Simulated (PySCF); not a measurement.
Isomers of H5B3O. All species are isolated molecules in the gas phase. One relaxed conformer stands for each flexible species; it need not be the lowest. Strings in code marks are SMILES.

The LUMO from two functionals at the same geometries (r2SCAN-D4/def2-TZVP), both in PySCF: PBE-D3(BJ)/def2-TZVP and r2SCAN-D4/def2-TZVP. 

```
species   PBE-D3(BJ)/def2-TZVP (eV)
--------  -------------------------
`BB(B)O`                      -3.70
`BBOB`                        -3.08
`BBBO`                        -2.77
```

What does r2SCAN-D4/def2-TZVP give for each?


- `BB(B)O`: -3.36
- `BBOB`: -2.64
- `BBBO`: -2.42
Over these rows, drawn at random from the members with no instability flagged (it was tested for open shells, ions and some series alone), PBE minus r2SCAN-D4: mean -0.38 eV, from -0.44 eV to -0.35 eV.
